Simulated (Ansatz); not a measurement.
Start from `COBO` and change one atom or group to get `COBS`.

Ansatz, PBE0-D4/def2-TZVP geometries, multiplicity 1. Each molecule was computed in one conformer, which needn't be the lowest.

```tsv
property	`COBO`
zero-point energy (PBE0-D4/def2-TZVP) / kJ/mol	186.0
size of the dipole moment (B3LYP/def2-TZVPP) / D	1.82
HOMO–LUMO gap (PBE/def2-TZVPP) / eV	7.03
HOMO energy (B3LYP/def2-TZVPP) / eV	-8.39
HOMO–LUMO gap (PBE0/def2-TZVPP) / eV	9.57
HOMO energy (PBE0/def2-TZVPP) / eV	-8.64
```

Problem. What does the change do to each property? (An estimate is asked.)

Solution. The calculation gave: 
```csv
property,`COBS`,shift
zero-point energy (PBE0-D4/def2-TZVP) / kJ/mol,172.2,-13.8
size of the dipole moment (B3LYP/def2-TZVPP) / D,2.04,0.22
HOMO–LUMO gap (PBE/def2-TZVPP) / eV,5.36,-1.67
HOMO energy (B3LYP/def2-TZVPP) / eV,-7.27,1.12
HOMO–LUMO gap (PBE0/def2-TZVPP) / eV,7.53,-2.04
HOMO energy (PBE0/def2-TZVPP) / eV,-7.53,1.11
```

With PBE0 the HOMO rises by 1.11 eV and the LUMO falls by 0.94 eV, so the gap narrows by about 2.05 eV. PBE moves the HOMO by 0.76 eV and ωB97M-V by 1.33 eV. Dipoles are sizes alone; their direction can turn.

B3LYP here is the variant with VWN-RPA as its local correlation; programs differ in this.
